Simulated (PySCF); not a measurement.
## Radial density of Ge²⁺ (germanium, charge +2)

LDA, [Ar] 3d10 4s2, closed-shell 1S. Calculation: PySCF 2.14, in cc-pVTZ-DK (6s5p3d1f, 43 functions); the spin-free X2C one-electron Hamiltonian (Gaussian nucleus).

```csv
r (bohr),4πr²ρ (e/bohr)
0.000790,0.2946
0.00133,0.7290
0.00223,1.766
0.00376,4.135
0.00632,9.152
0.0106,18.34
0.0179,30.92
0.0301,39.26
0.0506,34.69
0.0851,33.43
0.143,45.71
0.241,29.93
0.405,25.35
0.681,23.71
1.15,6.257
1.93,1.604
3.24,0.1971
5.45,0.001364
```

Densities and radii are taken from the X2C orbitals without a picture-change correction, which distorts them close to the nucleus.
